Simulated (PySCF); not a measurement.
## Ga⁺ (gallium, charge +1) across methods

[Ar] 3d10 4s2, closed-shell 1S. Computed with PySCF 2.14 in ANO-RCC-VTZP, with scalar relativity by spin-free X2C-1e.

```json
{"method": "PBE0", "E (hartree)": "-1943.356", "mean ε 3p (eV)": "-113.20", "mean ε 3d (eV)": "-30.600", "mean ε 4s (eV)": "-17.223", "Σ⟨r²⟩ (bohr²)": "24.53", "⟨S²⟩": "0.000"}
{"method": "wB97X-V", "E (hartree)": "-1943.444", "mean ε 3p (eV)": "-114.73", "mean ε 3d (eV)": "-32.938", "mean ε 4s (eV)": "-19.542", "Σ⟨r²⟩ (bohr²)": "24.60", "⟨S²⟩": "0.000"}
{"method": "PBE", "E (hartree)": "-1943.346", "mean ε 3p (eV)": "-106.85", "mean ε 3d (eV)": "-27.225", "mean ε 4s (eV)": "-16.348", "Σ⟨r²⟩ (bohr²)": "24.58", "⟨S²⟩": "0.000"}
{"method": "B97-3", "E (hartree)": "-1943.441", "mean ε 3p (eV)": "-113.56", "mean ε 3d (eV)": "-30.825", "mean ε 4s (eV)": "-17.132", "Σ⟨r²⟩ (bohr²)": "24.60", "⟨S²⟩": "0.000"}
{"method": "r2SCAN0", "E (hartree)": "-1943.540", "mean ε 3p (eV)": "-115.41", "mean ε 3d (eV)": "-31.098", "mean ε 4s (eV)": "-17.446", "Σ⟨r²⟩ (bohr²)": "24.46", "⟨S²⟩": "0.000"}
{"method": "PBEsol", "E (hartree)": "-1941.840", "mean ε 3p (eV)": "-106.68", "mean ε 3d (eV)": "-27.252", "mean ε 4s (eV)": "-16.385", "Σ⟨r²⟩ (bohr²)": "24.53", "⟨S²⟩": "0.000"}
{"method": "LDA", "E (hartree)": "-1940.464", "mean ε 3p (eV)": "-106.68", "mean ε 3d (eV)": "-27.532", "mean ε 4s (eV)": "-16.684", "Σ⟨r²⟩ (bohr²)": "24.48", "⟨S²⟩": "0.000"}
{"method": "r2SCAN", "E (hartree)": "-1943.581", "mean ε 3p (eV)": "-109.96", "mean ε 3d (eV)": "-27.864", "mean ε 4s (eV)": "-16.613", "Σ⟨r²⟩ (bohr²)": "24.47", "⟨S²⟩": "0.000"}
```

(1) Estimate the same row for UHF.

Answers

(1) E (hartree) = -1941.97335; mean ε 3p (eV) = -131.30; mean ε 3d (eV) = -39.937; mean ε 4s (eV) = -19.036; Σ⟨r²⟩ (bohr²) = 24.91; ⟨S²⟩ = 0.000.
